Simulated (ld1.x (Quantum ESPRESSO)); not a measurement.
krypton (Kr): one change to a TM potential, before and after

ld1.x (Quantum ESPRESSO) 7.5 input, shortened:

```
&input
   title='Kr', zed=36., rel=1, dft='PBE', iswitch=3,
   config='[Kr] 4d-2'
 /
 &inputp
   pseudotype=2, tm=.true., lloc=2,
   nlcc=.true., rcore=0.85
 /
3
4S  1  0   2.00   0.00  1.05  1.05  0.0
4P  2  1   6.00   0.00  1.45  1.45  0.0
4D  3  2  -2.00  -0.15  1.45  1.45  0.0
 &test
   configts(1)='4s2 4p6'
 /
```

Change: local potential the p channel.

Cutoffs: the cutoffs (Ry, on a coarse ladder) from which the occupation-weighted sum of valence levels, in a spherical-Bessel basis at the reference potential, stays within 10 and 1 mRy of its value at 400 Ry; they do not see the model core or the augmentation charge, which bear on the density cutoff. Errors are all-electron minus pseudo energies relative to the spin-unpolarised reference configuration.

Question: How do hardness, ghosts and transferability respond?

Answer: The potential gets neither clearly harder nor softer (120 Ry and 230 Ry → 120 Ry and 230 Ry); the bound ghosts move from p to d, s; of the 6 tests that both files solve, the error grows in 0 and shrinks in 6 by more than 15 % and 0.3 meV (median size 26.0 → 3.4 meV); the range in which the s phases agree widens (upper end 3.7 → at the end of the scan). In the separable form a ghost depends on how the local part lies against the semilocal potential of the channel, so the choice of the local part can create or remove one.

```csv
quantity,base,changed
"cutoff, loose",120 Ry,120 Ry
"cutoff, tight",230 Ry,230 Ry
loose cutoff by channel (10 mRy a level),"s 70 Ry, p 25 Ry","s 80 Ry, p 21 Ry"
bound ghosts,p,"s, d"
"error for 4s2 4p5, meV [ΔE 14.29 eV]",-5.9,-1.3
"error for 4s2 4p4, meV [ΔE 39.46 eV]",-25,-1.8
"error for 4s2 4p3, meV [ΔE 76.54 eV]",-64,-5.0
"error for 4s2 4p2, meV [ΔE 126.35 eV]",-131,-22
"error for 4s1 4p6, meV [ΔE 28.80 eV]",-27,-11
"error for 4s2 4p5.5, meV [ΔE 5.86 eV]",-1.8,-0.8
s: phases at 1.60 bohr within 0.05 rad from the reference energy up to (Ry; the scan ends near 5),3.7,to the end of the scan
p: phases at 1.60 bohr within 0.05 rad from the reference energy up to (Ry; the scan ends near 5),to the end of the scan,to the end of the scan
d: phases at 1.60 bohr within 0.05 rad from the reference energy up to (Ry; the scan ends near 5),1.3,2.1
```

 A true bound ghost makes a file unfit for plane-wave use even where its test errors are small: the radial tests pick states by their node count and pass the ghost by.
